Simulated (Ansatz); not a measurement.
CH$_{3}$F$_{2}$NbO (`[CH3][Nb](=[O])([F])[F]`), relaxed with RKS PBE-D4/def2-SVP in the Gaussian-basis code of Ansatz from a rough embedded geometry. The force threshold is 0.03 eV/Å; the program also tests the step.

Charge 0, multiplicity 1. Nb: def2 effective core potential.

Start:

```xyz
8

C    -0.148   -0.571    1.035
Nb    0.192    0.489   -0.828
O     1.697    1.433   -0.646
F     0.414   -0.736   -2.360
F    -1.326    1.695   -1.233
H     0.618   -1.302    1.242
H    -0.291    0.139    1.872
H    -1.156   -1.147    0.917
```

```
step  energy (eV)  largest force (eV/Å)  largest move (Å)
   1  -10107.9772                 2.899             0.000
   2  -10108.4809                 0.930             0.193
   3  -10108.5097                 0.249             0.111
   4  -10108.5180                 0.145             0.029
   5  -10108.5201                 0.037             0.017
   6  -10108.5204                 0.008             0.011
```

End:

```xyz
8

C    -0.191   -0.555    0.958
Nb    0.148    0.492   -0.882
O     1.595    1.347   -0.580
F     0.442   -0.777   -2.235
F    -1.259    1.711   -1.132
H     0.663   -1.231    1.176
H    -0.273    0.167    1.799
H    -1.126   -1.154    0.898
```

Run time 7.5 s (4 threads of an Arm Neoverse V2 on a shared host); peak host memory 0.16 GiB.
